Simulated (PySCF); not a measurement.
Compound: diethylene glycol, C4H10O3.
Atom-mapped SMILES: `[OH:1][CH2:2][CH2:3][O:4][CH2:5][CH2:6][OH:7]` (hydrogens: H8 on O1; H9, H10 on C2; H11, H12 on C3; H13, H14 on C5; H15, H16 on C6; H17 on O7)

Level: wB97X-D/def2-SVPD in PySCF, non-relativistic, on one gas-phase PBE0-D3(BJ)/def2-SVP geometry that isn't relaxed in the solvent. The solvent is an IEF-PCM continuum (Bondi radii, 1.10 Å for H, scaled by 1.2), and excitations are vertical TDDFT with non-equilibrium linear response and a frozen core. Only the electrostatic response of the medium enters.

Gas-phase singlets (H = HOMO, L = LUMO):

```
state  E (eV)  λ (nm)      f               leading configurations
   S1   7.492     165  0.007                              H→L 66%
   S2   7.553     164  0.008                 H-2→L 47%, H-1→L 29%
   S3   7.700     161  0.008        H-1→L 48%, H-2→L 24%, H→L 14%
   S4   8.201     151  0.044  H-1→L+1 47%, H→L+1 29%, H-2→L+1 15%
   S5   8.430     147  0.003  H→L+1 30%, H-1→L+1 20%, H-1→L+2 19%
```

**Question.** What are the lowest 5 singlets in acetone (ε = 20.49)?

**Answer.** 
```csv
state,E (eV),λ (nm),f,leading configurations,change by rank (eV)
S1,7.654,162,0.009,"H→L 71%, H-1→L 11%",+0.162
S2,7.720,161,0.010,"H-1→L 61%, H→L 12%",+0.167
S3,7.748,160,0.012,"H-2→L 70%, H-1→L+2 11%",+0.048
S4,8.313,149,0.063,H→L+1 86%,+0.112
S5,8.691,143,0.015,"H-1→L+1 37%, H-2→L+2 22%, H→L+3 17%",+0.261
```

**Question.** How do the frontier levels move from gas to acetone?

**Answer.** 
```tsv
orbital	gas (eV)	solvent (eV)	change (eV)
LUMO+2	2.70	2.92	+0.22
LUMO+1	2.42	2.85	+0.43
LUMO	2.06	2.28	+0.22
HOMO	-9.98	-9.70	+0.28
HOMO-1	-10.04	-9.97	+0.07
HOMO-2	-10.10	-10.04	+0.06
HOMO-3	-11.40	-11.28	+0.12
```

The HOMO–LUMO gap goes from 12.04 to 11.98 eV. Rows go by rank; for HOMO-2, HOMO-1, HOMO, LUMO, LUMO+1 and LUMO+2 the atom shares or the degeneracy differ between the runs, so the row needn't follow one orbital.
